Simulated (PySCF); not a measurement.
The numbers are results of PBE-D3(BJ)/def2-TZVP run with PySCF 2.14.0, not measurements. Gas-phase values, no solvent. One relaxed conformer stands for a flexible species; it need not be the lowest. Excitations are Tamm–Dancoff values on a coarser integration grid. The basis has no diffuse functions, so Rydberg states are missing or too high.

Reference species (SMILES): `OB(O)O` (neutral, multiplicity 1).

- T1 excitation (TDA) = 6.52 eV
- HOMO–LUMO gap = 6.61 eV

Changed species: `OB(O)S` (1 of 3 OH replaced by SH; the reference has 0 of 3 OH replaced by SH).

Task: Predict the effect on the T1 excitation (TDA) and HOMO–LUMO gap.

Result: the T1 excitation (TDA) drops by 1.32 eV, to 5.20 eV; the HOMO–LUMO gap falls by 1.35 eV, to 5.26 eV.
